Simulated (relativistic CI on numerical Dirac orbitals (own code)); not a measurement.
Ni X: computed level list

Method of calculation: Dirac-Coulomb-Breit CI, orbitals from a KLI potential per configuration, QED by a radiative potential, unscaled Slater integrals (own radial code, finite nucleus).

Configuration list (outside the closed core [Ne]): 3s²3p⁶3d, 3s²3p⁵3d², 3s3p⁶3d², 3s²3p⁶4s, 3s²3p⁶4p, 3s²3p⁶4d, 3s²3p⁶4f, 3s²3p⁶5s, 3s²3p⁵3d4s, 3s²3p⁶5p, 3s²3p⁶5d, 3s²3p⁵3d4p, 3s²3p⁶5f, 3s²3p⁶5g, 3s²3p⁶6s, 3s²3p⁶6p, 3s²3p⁵3d4d, 3s²3p⁶6d, 3s3p⁶3d4s, 3s²3p⁶7s, 3s²3p⁶7p, 3s²3p⁵3d4f, 3s3p⁶4s², 3s3p⁶3d4p, 3p⁶3d³, 3p⁵3d⁴. Double excitations out of closed p, d and f shells are left out; levels of such configurations are missing from the list, as are those of other unlisted configurations, and high levels can miss mixing partners. These lack a partner that the ground configuration has and come out too high: 3s²3p⁵3d4s, 3s²3p⁵3d4p, 3s²3p⁵3d4d, 3s²3p⁵3d4f.

The lowest level is 3s²3p⁶3d ²D3/2, with 100 % of that term; Hund's rules for 3s²3p⁶3d give ²D with J = 3/2, in agreement.

| No. | Configuration | Term | J | E (eV) | % | Landé g |
| --- | --- | --- | --- | --- | --- | --- |
| 1 | 3s²3p⁶3d | ²D | 3/2 | 0.0000 | 100 | 0.799 |
| 2 | 3s²3p⁶3d | ²D | 5/2 | 0.3845 | 100 | 1.200 |
| 3 | 3p⁵3d²(3F) | ⁴D° | 1/2 | 56.0176 | 100 | 0.001 |
| 4 | 3p⁵3d²(3F) | ⁴D° | 3/2 | 56.1922 | 98 | 1.194 |
| 5 | 3p⁵3d²(3F) | ⁴D° | 5/2 | 56.4842 | 97 | 1.365 |
| 6 | 3p⁵3d²(3F) | ⁴D° | 7/2 | 56.9105 | 97 | 1.422 |
| 7 | 3p⁵3d²(3F) | ⁴G° | 11/2 | 59.3200 | 100 | 1.272 |
| 8 | 3p⁵3d²(3F) | ⁴G° | 9/2 | 59.5635 | 91 | 1.182 |
| 9 | 3p⁵3d²(3F) | ⁴G° | 7/2 | 59.9062 | 84 | 1.016 |
| 10 | 3p⁵3d²(3P) | ⁴P° | 5/2 | 60.1101 | 94 | 1.558 |
| 11 | 3p⁵3d²(3F) | ⁴G° | 5/2 | 60.2905 | 72 | 0.708 |
| 12 | 3p⁵3d²(3P) | ⁴P° | 3/2 | 60.6691 | 96 | 1.721 |
| 13 | 3p⁵3d²(3P) | ⁴P° | 1/2 | 61.1114 | 97 | 2.628 |
| 14 | 3p⁵3d²(3F) | ⁴F° | 3/2 | 61.5824 | 68 | 0.545 |
| 15 | 3p⁵3d²(1D) | ²D° | 5/2 | 61.8900 | 48 | 1.053 |
| 16 | 3p⁵3d²(3F) | ⁴F° | 9/2 | 61.9757 | 88 | 1.311 |
| 17 | 3p⁵3d²(3F) | ⁴F° | 7/2 | 62.1748 | 76 | 1.186 |
| 18 | 3p⁵3d²(1G) | ²F° | 5/2 | 62.6917 | 67 | 0.924 |
| 19 | 3p⁵3d²(1D) | ²D° | 5/2 | 62.7702 | 37 | 1.006 |
| 20 | 3p⁵3d²(1D) | ²D° | 3/2 | 62.9547 | 48 | 0.812 |
| 21 | 3p⁵3d²(1G) | ²F° | 7/2 | 63.3213 | 85 | 1.148 |
| 22 | 3p⁵3d²(1D) | ²P° | 1/2 | 64.0476 | 98 | 0.684 |
| 23 | 3p⁵3d²(1G) | ²H° | 11/2 | 64.7661 | 100 | 1.090 |
| 24 | 3p⁵3d²(1D) | ²F° | 7/2 | 65.0233 | 76 | 1.094 |
| 25 | 3p⁵3d²(1D) | ²P° | 3/2 | 65.2330 | 72 | 1.197 |
| 26 | 3p⁵3d²(3F) | ²G° | 7/2 | 65.6366 | 68 | 0.967 |
| 27 | 3p⁵3d²(3F) | ²G° | 9/2 | 66.2095 | 55 | 1.033 |
| 28 | 3p⁵3d²(1G) | ²H° | 9/2 | 66.6689 | 53 | 1.007 |
| 29 | 3p⁵3d²(3P) | ⁴D° | 7/2 | 67.1259 | 95 | 1.415 |
| 30 | 3p⁵3d²(3P) | ⁴D° | 5/2 | 67.2675 | 69 | 1.224 |

Energies count from the lowest computed level; ° marks odd parity. Percentages are summed over parent terms; the parents shown are those of the largest component, closed shells are left out there.

The mean weight of the leading LS term, summed over parents, in these 30 levels is 81 %, and that of the leading jj configuration (from the same eigenvectors) 55 %, so LS coupling describes them better.

At this charge energies of transitions that change n are usually good to better than 1 %, and those within a shell (Δn = 0) to a few per cent.

LS names give the leading component of a level, which can be under half, so a name can repeat, a term be missing and a line seem to break the LS rules.
